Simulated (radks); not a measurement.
Values are calculated unless marked as measured or tabulated.
Neutral bromine, 35 electrons, occupied as [Ar] 3d10 4s2 4p4 6p1 (not the ground configuration).

Level of theory: Dirac Kohn-Sham, PBEsol, spin-unpolarised, spherical densities, finite nucleus; open shells are shared between the two j in proportion to 2j + 1; Fermi nuclear charge, rms radius 4.1629 fm (a radial shooting solver on a logarithmic mesh with Libxc functionals).

Energy parts (eV):
| part | energy |
|---|---|
| total | -70870.247 |
| kinetic | 72665.083 |
| electron-nucleus | -170930.489 |
| Hartree | 29848.408 |
| exchange-correlation | -2453.249 |

Orbitals (lengths in bohr, moments of r in powers of bohr; r(90%) holds 90 % of the orbital's charge):
\begin{tabular}{lrrr}
orbital & occ. & eigenvalue (eV) & r(90%) \\ \hline
1s1/2 & 2 & -13312.34 & 0.0765 \\
2s1/2 & 2 & -1740.094 & 0.293 \\
2p1/2 & 2 & -1568.288 & 0.266 \\
2p3/2 & 4 & -1520.840 & 0.272 \\
3s1/2 & 2 & -246.6013 & 0.822 \\
3p1/2 & 2 & -186.8827 & 0.852 \\
3p3/2 & 4 & -180.0465 & 0.867 \\
3d3/2 & 4 & -76.3859 & 0.969 \\
3d5/2 & 6 & -75.2995 & 0.975 \\
4s1/2 & 2 & -28.2619 & 2.42 \\
4p1/2 & 1.33333 & -15.7397 & 2.94 \\
4p3/2 & 2.66667 & -15.1668 & 2.99 \\
6p1/2 & 0.333333 & -0.7750 & 21.7 \\
6p3/2 & 0.666667 & -0.7638 & 21.8 \\
\end{tabular}

The highest occupied level is 6p3/2 at -0.764 eV. The density falls to 0.001 e/bohr^3 at r = 3.88 bohr.
